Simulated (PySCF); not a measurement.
C2H8Ge2S.
Numbering: `[CH3:1][C:2](=[S:3])[GeH2:4][GeH3:5]` (hydrogens: H6, H7, H8 on C1; H9, H10 on Ge4; H11, H12, H13 on Ge5)

Level of theory: PBE0-D3(BJ)/def2-SVP geometry optimisation, gas phase in PySCF.

(1) Give the optimised bond lengths and angles.

## Answers

(1) 
| bond | length (Å) |
| --- | --- |
| C1–C2 | 1.492 |
| C2=S3 | 1.625 |
| C2–Ge4 | 1.976 |
| Ge4–Ge5 | 2.423 |
| C1–H6, C1–H7, C1–H8 | 1.103 |
| Ge4–H9 | 1.535 |
| Ge4–H10 | 1.546 |
| Ge5–H11, Ge5–H12, Ge5–H13 | 1.539 |

Bonds in one row agree within 0.01 Å and their mean is given. A selection of angles:
| angle | degrees |
| --- | --- |
| C2–C1–H6 | 110.4 |
| C2–C1–H8 | 111.6 |
| H6–C1–H7 | 105.9 |
| H6–C1–H8 | 109.7 |
| C1–C2–S3 | 123.7 |
| C1–C2–Ge4 | 118.1 |
| S3–C2–Ge4 | 118.2 |
| C2–Ge4–Ge5 | 105.6 |
| C2–Ge4–H9 | 108.8 |
| C2–Ge4–H10 | 110.5 |
| Ge5–Ge4–H9 | 111.8 |
| Ge5–Ge4–H10 | 110.3 |
| H9–Ge4–H10 | 109.7 |
| Ge4–Ge5–H11 | 111.5 |
| Ge4–Ge5–H12 | 109.1 |
| H11–Ge5–H12 | 108.6 |

Dihedral angles: C1–C2–Ge4–Ge5 -97° (anticlinal). The mirror-image conformer, all signs reversed, is as good.

Ge5 (germanium bonded to Ge and 3 H) is tetrahedral (angles from 108.6° to 111.5°). Ge4 (germanium bonded to C, Ge and 2 H) is distorted tetrahedral (angles from 105.6° to 111.8°).

Point group: C1 (no symmetry element, even within 0.4 Å). Whether it is a minimum is left open (no frequencies). One conformer, not necessarily the lowest.
